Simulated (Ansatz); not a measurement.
The cluster Be₃Te₂⁺. Charge 1, multiplicity 4. Geometry PBE-D4/def2-SVP; atoms count from 1.

Cartesian coordinates in Å:
```
Be -0.316 -1.167 0.274
Be -0.931 0.090 -1.292
Be 0.998 0.161 1.233
Te 1.454 -0.136 -1.107
Te -1.206 1.053 0.892
```

In the def2 sets Te takes a core potential; there is no spin–orbit coupling. At PBE0-D4/def2-TZVP a doublet of charge 1 lies 2.23 eV below the quartet, each at its own geometry. The structure comes from a short search, and lower isomers may exist.

(1) Estimate the Mulliken populations from the PBE0/def2-TZVP orbitals of Ansatz.

(2) Where does the spin sit?

(3) And the Mayer bond orders between bonded heavy atoms (over 0.3)?

Answers

(1) 
```json
{"atom": "Be1", "charge (e)": "0.11", "spin (α − β)": "0.64"}
{"atom": "Be2", "charge (e)": "0.10", "spin (α − β)": "0.63"}
{"atom": "Be3", "charge (e)": "0.10", "spin (α − β)": "0.63"}
{"atom": "Te4", "charge (e)": "0.34", "spin (α − β)": "0.55"}
{"atom": "Te5", "charge (e)": "0.34", "spin (α − β)": "0.55"}
```
Mulliken values and Mayer orders depend strongly on the basis.

(2) Summed by element: Be 1.90, Te 1.10, of 3 unpaired in all. Largest on single atoms: Be1 0.64, Be3 0.63, Be2 0.63.

(3) Be1–Be2 0.67 (2.10 Å); Be1–Be3 0.67 (2.10 Å); Be1–Te4 0.65 (2.47 Å); Be1–Te5 0.65 (2.47 Å); Be2–Te4 0.83 (2.40 Å); Be2–Te5 0.83 (2.40 Å); Be3–Te4 0.83 (2.40 Å); Be3–Te5 0.83 (2.40 Å). Values over 0.3 also appear between atoms too far apart for a bond (Te4–Te5 0.35 at 3.53 Å); they arise where an orbital or an unpaired electron spreads over both atoms.
